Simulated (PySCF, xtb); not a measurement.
C2H7Sb, SMILES C[CH2][SbH2].

GFN2-xTB in xtb at its own geometry gives an orbital gap of 4.54 eV and a dipole moment of 1.00 D.

The structure is a stationary point at B3LYP-D3(BJ)/def2-SVP. The def2 effective core potentials stand for the cores of Sb; spin–orbit coupling is left out.

Problem. What does CAM-B3LYP/def2-TZVPD (PySCF) give? (An estimate is asked for; the answer gives what the named calculation found.)

Solution. gap 8.56 eV (levels -8.19 and 0.38 eV), dipole 0.79 D.
